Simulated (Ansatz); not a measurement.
Two isomers of CH7NOSi: A = `N[SiH2]CO`, B = `CO[SiH2]N`.

Gas-phase electronic energies from Ansatz, PBE0-D4/def2-TZVP geometries. CCSD(T)/CBS adds triple-zeta CCSD(T) − MP2 to the extrapolated MP2 energy (def2 sets, frozen cores). This one scheme is used for every species. Functionals use def2-TZVPP. B3LYP here is the variant with VWN-RPA as its local correlation; programs differ in this. One conformer a species, not always the lowest.

**Question.** Which isomer does CCSD(T)/CBS put lower? Give the gap. (An estimate is asked.)

**Answer.** Computed: B, by 121.3 kJ/mol.

**Question.** Give E(B) − E(A) in kJ/mol with B3LYP, ωB97M-V, CCSD(T)/def2-TZVPP, B3LYP-D4, MP2/def2-TZVPP, HF/def2-TZVPP, r2SCAN-D4. (Best estimate.)

**Answer.** The calculation gave: B3LYP -122.9, ωB97M-V -118.7, CCSD(T)/def2-TZVPP -121.2, B3LYP-D4 -121.7, MP2/def2-TZVPP -124.5, HF/def2-TZVPP -142.0, r2SCAN-D4 -118.3. None reverses the order clearly.

Largest T1 diagnostic: 0.011.

From PBE to PBE0 (25 % exact exchange), in def2-TZVPP and without D4, E(B) − E(A) moves by −5.8 kJ/mol. In def2-TZVPP, CCSD(T) changes the Hartree–Fock value by +20.8 kJ/mol (the triples alone add +2.8 kJ/mol) and MP2 by +17.5 kJ/mol.
